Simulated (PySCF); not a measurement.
Li(Me) cation (CH3Li), SMILES [CH3][Li] (connectivity only; charge and spin as stated), charge +1, multiplicity 2.

The structure is a stationary point at ωB97X-D3(BJ)/def2-TZVPD. The multiplicity is an assumed one; other spin states were not compared. The isomer is the one that the SMILES or the coordinates give; other isomers of the formula were not compared.

Method: TDA-B3LYP/def2-TZVPD run with PySCF 2.14.0.

Vertical excitations; the highest root listed may be one member of a degenerate set. Gas-phase values at a fixed geometry.

| state | energy (eV) | λ (nm) | f | main pairs |
|---|---|---|---|---|
| root 1 | 5.70 | 217 | 0.000 | β HOMO→LUMO (degenerate set) |
| root 2 | 5.70 | 217 | 0.000 | β HOMO−1→LUMO (degenerate set) |
| root 3 | 6.04 | 205 | 0.047 | α HOMO→LUMO 99 % |
| root 4 | 7.32 | 169 | 0.037 | α HOMO→LUMO+1 (degenerate set) |
| root 5 | 7.32 | 169 | 0.037 | α HOMO→LUMO+2 (degenerate set) |
| root 6 | 8.09 | 153 | 0.014 | α HOMO→LUMO+3 98 % |
| root 7 | 9.75 | 127 | 0.008 | α HOMO→LUMO+4, α HOMO→LUMO+8 (degenerate set) |
| root 8 | 9.75 | 127 | 0.008 | α HOMO→LUMO+5, α HOMO→LUMO+7 (degenerate set) |
| root 9 | 10.00 | 124 | 0.002 | α HOMO−2→LUMO, β HOMO−1→LUMO+1 (degenerate set) |
| root 10 | 10.00 | 124 | 0.002 | α HOMO−1→LUMO, β HOMO→LUMO+1 (degenerate set) |
Unrestricted roots are not spin-pure.
